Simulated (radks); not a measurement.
The numbers below are computed, except where a source is named.
Q: All-electron atom: Pm in [Xe] 4f4 5d1 6s2 (not the ground configuration). Code: a radial shooting solver on a logarithmic mesh with Libxc functionals. Model: scalar-relativistic Kohn-Sham, PBE, spin-polarised, spherical densities, point nucleus; open shells are filled with parallel spins first (spin-orbit coupling, left out, can overturn this in heavy ions). Some entries of the table are withheld. Estimate them.

| orbital | occ. | eigenvalue (eV) | <r^2> (bohr^2) | <r> (bohr) |
|---|---|---|---|---|
| 1s down | 1 | -45030.10 | 0.0007316 | 0.02318 |
| 1s up | 1 | -45030.10 | 0.0007316 | 0.02318 |
| 2s up | 1 | -7326.488 | 0.01156 | 0.09896 |
| 2s down | 1 | -7326.445 | 0.01156 | 0.09896 |
| 2p up | 3 | -6542.950 | 0.009262 | 0.08711 |
| 2p down | 3 | -6542.919 | 0.009262 | 0.08711 |
| 3s up | 1 | -1603.894 | 0.07758 | 0.2606 |
| 3s down | 1 | -1602.614 | 0.07750 | 0.2605 |
| 3p up | 3 | -1357.911 | 0.07766 | 0.2589 |
| 3p down | 3 | -1356.636 | 0.07756 | 0.2587 |
| 3d up | 5 | -1020.738 | 0.06574 | 0.2364 |
| 3d down | 5 | -1019.744 | 0.06562 | 0.2362 |
| 4s up | 1 | -325.5403 | 0.3955 | 0.5921 |
| 4s down | 1 | -322.2277 | 0.3953 | 0.5920 |
| 4p up | 3 | -244.6898 | 0.4461 | 0.6265 |
| 4p down | 3 | -241.3762 | 0.4460 | 0.6264 |
| 4d up | 5 | -130.4730 | 0.5437 | 0.6848 |
| 4d down | 5 | -127.1620 | 0.5444 | 0.6851 |
| 5s up | 1 | -46.0077 | 2.242 | 1.413 |
| 5s down | 1 | -43.8751 | 2.282 | 1.425 |
| 5p up | 3 | -26.0045 | 3.063 | 1.643 |
| 5p down | 3 | -24.2433 | 3.143 | 1.663 |
| 4f up | 4 | -8.5746 | 1.183 | (1) |
| 4f down | 0 | -5.5628 | 1.294 | (2) |
| 6s up | 1 | -4.1231 | 19.01 | 4.094 |
| 6s down | 1 | -3.6404 | 20.66 | 4.263 |
| 5d up | 1 | -3.2007 | (3) | (4) |
| 5d down | 0 | -2.2759 | (5) | (6) |

A: 
(1) 4f up <r> (bohr): 0.9502
(2) 4f down <r> (bohr): 0.9823
(3) 5d up <r^2> (bohr^2): 9.506
(4) 5d up <r> (bohr): 2.794
(5) 5d down <r^2> (bohr^2): 11.39
(6) 5d down <r> (bohr): 3.030
